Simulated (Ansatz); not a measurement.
## From computed data to an observable: hopping rate and mobility from the reorganisation energy

C11H10O3S, SMILES c1oc2c(c(cc(c2)C=C)S(=O)(C)=O)c1.

Coordinates come from a PBE0-D3(BJ)/def2-SVP optimisation. The structure was generated by enumeration, and PubChem lists no compound with its InChIKey, so it may never have been made. One conformer was computed; it need not be the lowest.

Four-point relaxation energies from PBE0-D3(BJ)/def2-SVP (Ansatz, a program for electronic structure), gas phase: hole: ion 196 meV, neutral 202 meV; electron: ion 197 meV, neutral 202 meV. Assume, for the exercise, a transfer integral of 80 meV, an outer reorganisation energy of 0 meV, equal site energies, a hop of 5.0 Å along one direction and 298.15 K (kT = 25.69 meV).

Q: Find the Marcus rate and the mobility for each carrier.

A: 
k = (2π/ħ) t² (4π λ kT)^(−1/2) exp(−λ/4kT), ħ = 6.582×10⁻¹³ meV s; for a chain D = k a² and μ = e D/kT.
Hole: λ = 196 + 202 + 0 = 398 meV, barrier λ/4 = 100 meV, k = 3.5e12 s⁻¹, μ = 0.34 cm²/(V s).
Electron: λ = 197 + 202 + 0 = 399 meV, barrier λ/4 = 100 meV, k = 3.5e12 s⁻¹, μ = 0.34 cm²/(V s).
The rate is non-adiabatic hopping, which holds while t is well under λ. Disorder and quantum modes are left out.
